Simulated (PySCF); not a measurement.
# How methods differ on the excitation energy of Kr⁺

Kr⁺ [Ar] 3d10 4s2 4p5 (2P) → Kr⁺ [Ar] 3d10 4s2 4p4 5s1 (4P), as a difference of total energies. Computed with PySCF 2.14 in aug-cc-pwCVDZ-PP with ECP10MDF (6s5p4d1f, 48 functions), with scalar relativity through the core potential. Correlated levels: valence and next inner shell: nothing frozen outside the core potential. The calculations carry no spin-orbit coupling.

```json
{"method": "UHF", "excitation energy (eV)": "13.422", "error (eV)": "-0.537"}
{"method": "MP2 (valence and next inner shell)", "excitation energy (eV)": "13.678", "error (eV)": "-0.281"}
{"method": "SCS-MP2 (valence and next inner shell)", "excitation energy (eV)": "13.753", "error (eV)": "-0.206"}
{"method": "CCSD (valence and next inner shell)", "excitation energy (eV)": "13.605", "error (eV)": "-0.354"}
{"method": "CCSD(T) (valence and next inner shell)", "excitation energy (eV)": "13.599", "error (eV)": "-0.360"}
```

Reference: 13.959 eV (measured; NIST levels, between the centres of gravity of the two terms).

Errors of the correlated levels include the incompleteness of this basis.
